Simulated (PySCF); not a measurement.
C4H7FO.

```xyz
13

C      1.5235     0.5336     0.3905
C      0.0514     0.2123     0.4848
O     -0.4177    -0.0806     1.7695
C     -0.9313     0.8557    -0.4871
C     -0.5936    -0.6049    -0.5830
F      0.1690    -1.0216    -1.6370
H      1.8441     0.6382    -0.6550
H      2.1099    -0.2743     0.8553
H      1.7515     1.4749     0.9188
H     -0.4051     0.7402     2.2814
H     -0.5213     1.5095    -1.2621
H     -1.9239     1.1213    -0.1139
H     -1.3346    -1.3508    -0.2779
```
Charge 0, spin multiplicity 1.

Coordinates come from a B3LYP-D3(BJ)/def2-SVP optimisation. The structure was generated by enumeration; whether it is a known compound was not checked. One conformer was computed; it need not be the lowest.

These are PySCF with PBE/pcSseg-1 values and carry that method's errors. Non-relativistic, no solvent.

**Question.** Give the absolute GIAO shielding of each atom: isotropic value and principal components (ppm). (An estimate is asked for; the answer gives what the named calculation found.)

**Answer.** 
```
atom  σ(iso)    σ11    σ22    σ33   span
----  ------  -----  -----  -----  -----
C1     158.5  140.0  153.9  181.6   41.7
C2     121.0   84.5   93.6  184.9  100.3
O3     247.9  224.2  243.6  275.7   51.5
C4     155.5  130.4  146.5  189.4   59.0
C5      96.4   47.6   69.2  172.3  124.7
F6     392.3  356.9  384.1  435.9   79.0
H7      30.0   25.4   28.8   35.8   10.4
H8      29.4   25.6   27.0   35.8   10.2
H9      29.7   26.1   27.8   35.2    9.2
H10     31.0   22.7   28.3   42.0   19.4
H11     30.5   25.6   28.7   37.3   11.6
H12     30.5   26.0   27.6   37.9   11.9
H13     26.5   21.9   27.3   30.5    8.6
```
